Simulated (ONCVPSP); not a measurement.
Al (Z = 13) ONCV: all-electron and pseudo phase curves

aluminium (Al), optimised norm-conserving Vanderbilt (ONCV), made with ONCVPSP 4.0.1 (PBE, scalar-relativistic). Core [Ne], reference 3s1 3p2. Waves: 3s: rc 1.75 bohr, ncon 4, nbas 8, qcut 4.8 1/bohr, 1 projector; 3p: rc 1.90 bohr, ncon 4, nbas 9, qcut 3.7 1/bohr, 1 projector. Local part: polynomial inside 1.65 bohr (lpopt 4, dvloc0 0 Ha). Core correction: Teter function, fcfact 5, rcfact 1.45.

The phase is arctan(r·R′/R) of the radial function R(r), unwrapped; energies in Ha, scanned from -2 to 5 Ha. A pole is an energy at which the radial function vanishes at the test radius. The pseudo phase is shifted by a multiple of π to meet the all-electron one at the reference energy, and phase errors are pseudo minus all-electron; the curves can meet again beyond the range given. Levels narrower than the energy grid can be missing from the lists of poles.

| channel | radius (bohr) | reference energy (Ha) | poles, all-electron | poles, pseudo | unbroken range about the reference energy with phases within 0.05 rad | phase error 1 Ha above the reference energy (rad) |
| --- | --- | --- | --- | --- | --- | --- |
| s | 1.77 | -0.32 | 2.39 | 1.47, 4.15 | below 0.9 | -0.035 |
| p | 1.93 | -0.12 | 2.11 | 1.68 | below 1.4 | -0.031 |

Phases in the s channel:

```json
{"E (Ha)": "-1.98", "all-electron": "1.074", "pseudo": "1.051"}
{"E (Ha)": "-1.62", "all-electron": "0.963", "pseudo": "0.940"}
{"E (Ha)": "-1.26", "all-electron": "0.781", "pseudo": "0.759"}
{"E (Ha)": "-0.90", "all-electron": "0.458", "pseudo": "0.441"}
{"E (Ha)": "-0.54", "all-electron": "-0.078", "pseudo": "-0.083"}
{"E (Ha)": "-0.18", "all-electron": "-0.646", "pseudo": "-0.648"}
{"E (Ha)": "0.18", "all-electron": "-1.007", "pseudo": "-1.020"}
{"E (Ha)": "0.54", "all-electron": "-1.210", "pseudo": "-1.238"}
{"E (Ha)": "0.90", "all-electron": "-1.333", "pseudo": "-1.381"}
{"E (Ha)": "1.26", "all-electron": "-1.416", "pseudo": "-1.497"}
{"E (Ha)": "1.62", "all-electron": "-1.477", "pseudo": "-1.634"}
{"E (Ha)": "1.98", "all-electron": "-1.525", "pseudo": "-2.000"}
{"E (Ha)": "2.34", "all-electron": "-1.566", "pseudo": "-4.013"}
{"E (Ha)": "2.70", "all-electron": "-1.603", "pseudo": "-4.456"}
{"E (Ha)": "3.06", "all-electron": "-1.640", "pseudo": "-4.571"}
{"E (Ha)": "3.42", "all-electron": "-1.678", "pseudo": "-4.633"}
{"E (Ha)": "3.78", "all-electron": "-1.722", "pseudo": "-4.676"}
{"E (Ha)": "4.14", "all-electron": "-1.776", "pseudo": "-4.712"}
{"E (Ha)": "4.50", "all-electron": "-1.851", "pseudo": "-4.745"}
{"E (Ha)": "4.86", "all-electron": "-1.967", "pseudo": "-4.777"}
```
